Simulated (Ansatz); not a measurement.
Steps of a relaxation of F2GeH4Si, SMILES `[F][GeH]([F])[SiH3]` with RKS PBE-D4/def2-SVP.

```sh
$ ansatz run in.yaml --threads 4 --pin off --events-out ev --progress --plain --max-ram 10444MiB
```

```yaml
crystal:
  periodic: [false, false, false]
  atoms:
    - {symbol: F, position_ang: [1.592000, -1.017200, 1.524700]}
    - {symbol: Ge, position_ang: [1.112000, -0.001100, 0.115100]}
    - {symbol: F, position_ang: [1.613700, 1.657600, 0.356500]}
    - {symbol: Si, position_ang: [-1.105000, -0.023700, -0.177500]}
    - {symbol: H, position_ang: [1.806200, -0.581600, -1.165300]}
    - {symbol: H, position_ang: [-1.623400, -1.404100, -0.387900]}
    - {symbol: H, position_ang: [-1.510200, 0.783800, -1.339700]}
    - {symbol: H, position_ang: [-1.793200, 0.529300, 1.018300]}
basis:
  gaussian: {orbitals: def2-SVP}
hamiltonian: {xc: pbe, dispersion: d4}
relax: {f_tol: 0.03, max_steps: 200}
```

Positions (Å) and forces (eV/Å) along the path, 6 of 6 steps:

```xyz
8
step=1 energy=-69864.4609 eV
F     1.592   -1.017    1.525   -0.181    0.832   -0.832
Ge    1.112   -0.001    0.115    1.715   -1.068    0.212
F     1.614    1.658    0.356    0.246    0.027    0.197
Si   -1.105   -0.024   -0.177   -2.129   -0.113    0.397
H     1.806   -0.582   -1.165    0.352    0.141    0.320
H    -1.623   -1.404   -0.388    0.085   -0.307   -0.052
H    -1.510    0.784   -1.340    0.047    0.353   -0.510
H    -1.793    0.529    1.018   -0.134    0.135    0.268
8
step=2 energy=-69864.7424 eV
F     1.596   -0.972    1.470   -0.124    0.314   -0.375
Ge    1.119   -0.026    0.042    0.639   -0.440    0.279
F     1.676    1.608    0.358    0.038    0.044    0.051
Si   -1.230   -0.016   -0.135   -0.277   -0.104   -0.164
H     2.000   -0.572   -1.138   -0.142    0.098    0.170
H    -1.645   -1.441   -0.374   -0.057    0.029    0.017
H    -1.520    0.809   -1.353   -0.107    0.037   -0.042
H    -1.903    0.553    1.074    0.030    0.021    0.065
8
step=3 energy=-69864.7652 eV
F     1.621   -0.954    1.477   -0.090    0.117   -0.138
Ge    1.141   -0.031    0.052    0.170   -0.143    0.055
F     1.705    1.602    0.375   -0.027    0.001    0.023
Si   -1.245   -0.023   -0.159   -0.017   -0.017   -0.067
H     2.015   -0.568   -1.121   -0.029    0.022    0.049
H    -1.687   -1.442   -0.387   -0.009    0.024    0.027
H    -1.580    0.808   -1.368   -0.008   -0.005    0.039
H    -1.878    0.549    1.074    0.010   -0.001    0.014
8
step=4 energy=-69864.7691 eV
F     1.571   -0.946    1.476    0.033   -0.017    0.010
Ge    1.154   -0.039    0.030   -0.171    0.008    0.009
F     1.670    1.603    0.380    0.037    0.017   -0.005
Si   -1.240   -0.028   -0.174    0.118   -0.002    0.010
H     2.060   -0.567   -1.113    0.060   -0.006   -0.009
H    -1.704   -1.440   -0.377   -0.029   -0.032   -0.005
H    -1.603    0.813   -1.361   -0.031    0.022   -0.029
H    -1.817    0.548    1.084   -0.016    0.009    0.019
8
step=5 energy=-69864.7702 eV
F     1.569   -0.947    1.473   -0.010   -0.001    0.001
Ge    1.149   -0.041    0.026    0.052   -0.005   -0.007
F     1.671    1.601    0.376   -0.008    0.002    0.000
Si   -1.237   -0.030   -0.179   -0.023    0.005    0.008
H     2.082   -0.563   -1.101   -0.014    0.001    0.001
H    -1.717   -1.439   -0.377    0.004   -0.005   -0.003
H    -1.620    0.815   -1.360    0.004    0.001   -0.006
H    -1.804    0.546    1.085   -0.005    0.002    0.006
8
step=6 energy=-69864.7703 eV
F     1.568   -0.947    1.474    0.000    0.000   -0.001
Ge    1.151   -0.040    0.027   -0.001    0.000   -0.001
F     1.673    1.602    0.376    0.001   -0.001   -0.001
Si   -1.238   -0.029   -0.177   -0.003   -0.001   -0.001
H     2.078   -0.565   -1.104   -0.002    0.001    0.003
H    -1.713   -1.440   -0.377    0.002    0.000    0.000
H    -1.618    0.815   -1.360    0.001    0.000    0.000
H    -1.810    0.546    1.086    0.001    0.000    0.000
```

It took 6 s on 4 threads of an Arm Neoverse V1 on a shared host, with 0.15 GiB of host memory at the peak.
